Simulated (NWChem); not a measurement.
C2H9NSi; SMILES N[SiH2]CC

```xyz
13

Si    -0.5719    -0.7217     0.1639
N      0.9289    -1.5244    -0.1939
C     -0.5086     1.0640    -0.4272
C      0.6043     1.9007     0.2000
H     -1.6356    -1.4859    -0.5590
H     -0.9413    -0.7058     1.6247
H      1.7763    -1.2211     0.2744
H      0.9232    -2.5360    -0.2674
H     -0.4054     1.0487    -1.5259
H     -1.4944     1.5161    -0.2173
H      0.5197     1.9353     1.2987
H      0.5888     2.9418    -0.1600
H      1.5993     1.4928    -0.0418
```
Atoms are numbered in this order, from 1.

All runs: NWChem. All runs use the structure optimised with PBE0/def2-SVP.

**Question.** Order these by “orbital gap (eV)”, lowest first: TPSSh/def2-TZVP; PBE/def2-TZVP; Hartree-Fock/def2-TZVP; PW6B95/def2-TZVP.

**Answer.** PBE/def2-TZVP (5.58), TPSSh/def2-TZVP (6.79), PW6B95/def2-TZVP (7.87), Hartree-Fock/def2-TZVP (13.93)
